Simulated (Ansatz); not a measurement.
Relaxation of BFH3NO (7 atoms, charge 0, multiplicity 1), to a largest force component of 0.02 eV/Å in at most 40 steps.

All numbers below come from RKS PBE/def2-SVP in Ansatz 0.2.0.

```xyz
7
Properties=species:S:1:pos:R:3:forces:R:3
B 0.000 0.000 0.000 -1.87 -0.18 3.51
N 0.000 0.000 1.550 0.23 -0.02 -2.42
H -0.877 -0.271 2.080 1.50 0.74 -0.60
H 0.877 0.271 2.080 -1.46 -0.70 -0.54
F 1.143 0.000 -0.660 0.70 0.37 -0.27
O -1.221 0.000 -0.705 0.24 -1.69 0.59
H -1.731 -0.847 -0.496 0.66 1.49 -0.27
```

Task: Where does it end, and by what steps?

Result: It converged. After 7 steps the energy has fallen by 0.716 eV; O6 moved furthest, 0.39 Å.

```json
{"step": "0", "energy less start (eV)": "0.0000", "largest force component (eV/Å)": "3.508", "accepted": "yes"}
{"step": "1", "energy less start (eV)": "-0.4607", "largest force component (eV/Å)": "1.624", "accepted": "yes"}
{"step": "2", "energy less start (eV)": "-0.5372", "largest force component (eV/Å)": "1.489", "accepted": "yes"}
{"step": "3", "energy less start (eV)": "-0.6461", "largest force component (eV/Å)": "0.736", "accepted": "yes"}
{"step": "4", "energy less start (eV)": "-0.6988", "largest force component (eV/Å)": "0.712", "accepted": "yes"}
{"step": "5", "energy less start (eV)": "-0.7112", "largest force component (eV/Å)": "0.405", "accepted": "yes"}
{"step": "6", "energy less start (eV)": "-0.7158", "largest force component (eV/Å)": "0.046", "accepted": "yes"}
{"step": "7", "energy less start (eV)": "-0.7159", "largest force component (eV/Å)": "0.020", "accepted": "yes"}
```

```xyz
7
Properties=species:S:1:pos:R:3
B 0.004 -0.057 0.036
N -0.022 -0.049 1.455
H -0.837 -0.256 2.027
H 0.812 0.177 1.993
F 1.165 0.243 -0.583
O -1.059 -0.347 -0.784
H -1.871 -0.557 -0.295
```

Whether the end is a true minimum wasn't checked by a vibrational analysis.

Time of the run: 19 s on 1 thread of Arm Neoverse V1, on a shared host, peak memory 0.15 GiB.
